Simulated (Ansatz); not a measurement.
H3ClSi2, SMILES `[SiH3][Si]Cl` (excited triplet) (charge 0, multiplicity 3). This triplet is an excited state, 0.97 eV above the relaxed singlet at the level frozen-core CCSD(T)/cc-pVTZ // PBE0-D3(BJ)/def2-TZVP (Ansatz, a quantum-chemistry and plane-wave program).

Z-matrix (Å, degrees):
```
Si
H 1 1.4847
H 1 1.4869 2 110.33
H 1 1.4869 2 110.31 3 120.94
Si 1 2.3311 2 104.55 4 119.55
Cl 5 2.0609 1 116.56 2 179.81
```
Charge 0, spin multiplicity 3.

Q: Give the natural occupations of the active orbitals, the CASSCF energy and the corrected energy for frozen-core fic-MRCISD+Q@CASSCF(6e,6o)/cc-pVTZ // PBE0-D3(BJ)/def2-TZVP in Ansatz.

A: 
natural occupations: 1.98, 1.98, 1.00, 1.00, 0.02, 0.02
CASSCF energy: -1039.1623 Ha
corrected energy: -1039.5827 Ha
weight of the reference: 0.868
